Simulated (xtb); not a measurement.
C4H9Cl3Sn, charge -1, doublet, at the geometry of the source list (a state made from the parent by changing its charge; the spin is typed, not shown lowest); GFN-FF (xtb).

Input for xtb:
```
$ xtb mol.xyz --gfnff --chrg -1 --uhf 1 --json

# file mol.xyz
17

C     -2.55570000     0.21460000     0.05930000
C     -1.07930000     0.34140000    -0.29060000
C     -0.31020000    -0.93140000     0.04990000
C      1.08890000    -0.96070000    -0.48800000
Sn     2.46520000     0.66390000     0.34860000
Cl     2.88530000     2.37870000    -1.19710000
Cl     1.72010000     1.73630000     2.30180000
Cl     4.57080000    -0.20270000     0.90680000
H     -3.03530000    -0.54530000    -0.55730000
H     -3.06480000     1.16040000    -0.09950000
H     -2.67630000    -0.06830000     1.10360000
H     -0.64780000     1.17620000     0.26630000
H     -0.97110000     0.56080000    -1.35220000
H     -0.30980000    -1.08030000     1.13240000
H     -0.83350000    -1.78830000    -0.39220000
H      1.62230000    -1.87260000    -0.23250000
H      1.13130000    -0.78260000    -1.55940000
```

It wrote (shortened):

```
   ID    Z sym.   atoms
    1    6 C      1-4
    2   50 Sn     5
    3   17 Cl     6-8
    4    1 H      9-17

           -------------------------------------------------
          |                Calculation Setup                |
           -------------------------------------------------

          ==================== Thresholds ====================
          CN  :   150.00000
          rep :   500.00000
          disp:  2500.00000
          HB1 :   250.00000
          HB2 :   450.00000

          Pauling EN used:
          Z : 1  EN :  2.20
          Z : 6  EN :  2.55
          Z :17  EN :  3.16
          Z :50  EN :  1.96
          electric field strengths (au): 0.000

           -------------------------------------------------
          |           Force Field Initialization            |
           -------------------------------------------------

          distances ...
          ----------------------------------------
          generating topology and atomic info file ...
          pair mat ...
          computing topology distances matrix with Floyd-Warshall algo ...
          making topology EEQ charges ...
          #fragments for EEQ constrain: 1
          ----------------------------------------
          generating topology and atomic info file ...
          pair mat ...
          computing topology distances matrix with Floyd-Warshall algo ...
          making topology EEQ charges ...
          #fragments for EEQ constrain: 1
          rings ...
          # BATM   126
          # H in HB   0

  atom   neighbors  erfCN metchar sp-hybrid imet pi  qest     coordinates
    1  C       4    3.49   0.00         3    0    0  -0.046   -4.829573    0.405535    0.112061
    2  C       4    3.49   0.00         3    0    0  -0.034   -2.039581    0.645152   -0.549154
    3  C       4    3.50   0.00         3    0    0  -0.031   -0.586193   -1.760091    0.094297
    4  C       4    3.45   0.00         3    0    0  -0.061    2.057723   -1.815460   -0.922186
    5  Sn      4    3.45   0.04         3    0    0   0.329    4.658553    1.254589    0.658759
    6  Cl      1    0.97   0.00         0    0    0  -0.344    5.452427    4.495092   -2.262191
    7  Cl      1    0.97   0.00         0    0    0  -0.344    3.250518    3.281131    4.349772
    8  Cl      1    0.97   0.00         0    0    0  -0.344    8.637560   -0.383047    1.713604
    9  H       1    0.97   0.00         0    0    0  -0.019   -5.735886   -1.030468   -1.053144
   10  H       1    0.97   0.00         0    0    0  -0.019   -5.791633    2.192838   -0.188028
   11  H       1    0.97   0.00         0    0    0  -0.019   -5.057474   -0.129068    2.085502
   12  H       1    0.97   0.00         0    0    0  -0.015   -1.224165    2.222696    0.503234
   13  H       1    0.97   0.00         0    0    0  -0.015   -1.835113    1.059758   -2.555288
   14  H       1    0.97   0.00         0    0    0  -0.012   -0.585437   -2.041471    2.139926
   15  H       1    0.97   0.00         0    0    0  -0.012   -1.575087   -3.379397   -0.741151
   16  H       1    0.97   0.00         0    0    0  -0.007    3.065703   -3.538701   -0.439361
   17  H       1    0.97   0.00         0    0    0  -0.007    2.137847   -1.478900   -2.946839

          #atoms :   17
          #bonds :   16
          #angl  :   30
          #tors  :   38
          #nmol  :   1
          #optfrag :   1
           -------------------------------------------------
          |                   G F N - F F                   |
          |          A general generic force-field          |
          |                  Version 1.0.3                  |
           -------------------------------------------------
          Number of HB bonds (bound hydrogen)     0
          Number of HB bonds (unbound hydrogen)   0
          Number of XB bonds                      0

         :::::::::::::::::::::::::::::::::::::::::::::::::::::
         ::                     SUMMARY                     ::
         :::::::::::::::::::::::::::::::::::::::::::::::::::::
         :: total energy              -3.104439703510 Eh    ::
         :: gradient norm              0.050237541934 Eh/a0 ::
         ::.................................................::
         :: bond energy               -2.028838938756 Eh    ::
         :: angle energy               0.003034408727 Eh    ::
         :: torsion energy             0.000950019341 Eh    ::
         :: repulsion energy           0.135966718898 Eh    ::
         :: electrostat energy        -1.202035047506 Eh    ::
         :: dispersion energy         -0.013226823895 Eh    ::
         :: HB energy                  0.000000000000 Eh    ::
         :: XB energy                  0.000000000000 Eh    ::
         :: bonded atm energy         -0.000290040319 Eh    ::
         :: external energy            0.000000000000 Eh    ::
         :: add. restraining           0.000000000000 Eh    ::
         :: total charge              -1.000000000000 e     ::
         :::::::::::::::::::::::::::::::::::::::::::::::::::::

           -------------------------------------------------
          |                Property Printout                |
           -------------------------------------------------

molecular dipole:
                 x           y           z       tot (Debye)
 q only:       -3.786      -1.823      -0.925      10.936

           -------------------------------------------------
          | TOTAL ENERGY               -3.104439703510 Eh   |
          | GRADIENT NORM               0.050237541934 Eh/α |
           -------------------------------------------------
########################################################################
[WARNING] Runtime exception occurred
-1- gfnff_setup: Could not read topology file.
########################################################################

normal termination of xtb
```
